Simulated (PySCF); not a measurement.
# C7H9NSi: full NMR table

* Formula: C7H9NSi
* SMILES: C#CC[Si@H]1C[C@@H](C#N)C1
* Point group of the computed structure: C1
* Degrees of unsaturation: 5
* Carbon signals: 6
* Proton signals: 6

Numbering as in the mapped SMILES `[CH:1]#[C:2][CH2:3][Si@H:4]1[CH2:5][C@@H:6]([C:7]#[N:8])[CH2:9]1`; H(Xn) means a hydrogen on atom n. Ha(C5), Ha(C9) are cis to C3 on the ring; Hb(C5), Hb(C9) are trans to C3 on the ring.

No solvent, no relativistic terms, averaged over atoms made equivalent by symmetry, fast rotation or ring inversion, a single conformation. Coordinates at the GFN2-xTB level; GIAO PBE0/pcSseg-1 shieldings; PySCF 2.14.0 with density-fitted response routines.

Scale: $^{1}$H, $^{13}$C, $^{29}$Si against TMS; $^{15}$N against NH3 (reference shieldings calculated alike).

| carbon | δC, type | δH (multiplicity) | HMBC from (2–3 bonds) | span of the C tensor (ppm) |
| --- | --- | --- | --- | --- |
| C1 | 74.6, CH | 1.32 (t) | H(C3) | 223 |
| C2 | 82.2, C | – | H(Si4), H(C3), H(C1) | 289 |
| C3 | 6.9, CH2 | 2.09 (m) | H(Si4), Hb(C5)/Hb(C9), Ha(C5)/Ha(C9), H(C1) | 24 |
| C5/C9 | 22.5, CH2 | Hb(C5) 1.99 (m); Ha(C5) 1.85 (m) | H(Si4), H(C6), H(C3), Hb(C5)/Hb(C9), Ha(C5)/Ha(C9) | 54 |
| C6 | 17.8, CH | 2.91 (m) | H(Si4), Hb(C5)/Hb(C9), Ha(C5)/Ha(C9) | 18 |
| C7 | 129.1, C | – | H(C6), Hb(C5)/Hb(C9), Ha(C5)/Ha(C9) | 363 |

Other nuclei:
```
 atoms    nucleus                                                environment  δ (ppm)  σ (ppm)
H(Si4)    $^{1}$H  hydrogen on a silicon bonded to 3 C, in a 4-membered ring     4.97    26.75
   Si4  $^{29}$Si             silicon bonded to 3 C, H, in a 4-membered ring    -10.8    359.9
    N8   $^{15}$N                                           nitrile nitrogen    297.5    -29.8
```

Carbon types of the structure: 2 × C, 2 × CH, 3 × CH2, leaving 1 H on heteroatoms. δC 129.1: nitrile carbon; this is the usual window of a C≡N carbon, which has no attached hydrogen. δC 82.2: alkyne carbon; the triple bond shields along its axis, which puts it between sp3 and sp2 carbons. δC 74.6: terminal alkyne carbon; the triple bond shields along its axis, which puts it between sp3 and sp2 carbons. δC 6.9: propargylic sp3 CH2 bonded to Si; an electropositive neighbour leaves it electron-rich and shielded. δH 1.32: hydrogen on a terminal alkyne carbon; it lies on the axis of the triple bond, in its shielding cone.

Shifts are as computed. Against solution values, carbons near 30 ppm lie about +3 ppm off and those near 130 ppm about +5 ppm. Of 1211 compounds with measured shifts, 218 miss one by over three times the rms of a fit or turn the order of signals round; such compounds aren't used in these exercises. Experimental scales use liquid or dissolved standards, which lie at an offset from isolated NH3 (liquid NH3: subtract about 20 ppm). Unscaled 15N shifts of sp2 nitrogen come out 20 to 40 ppm too high even then. Multiplicities follow the n + 1 count of equivalent neighbours, as no J values were calculated; m marks all less simple cases, F and P coupling included.
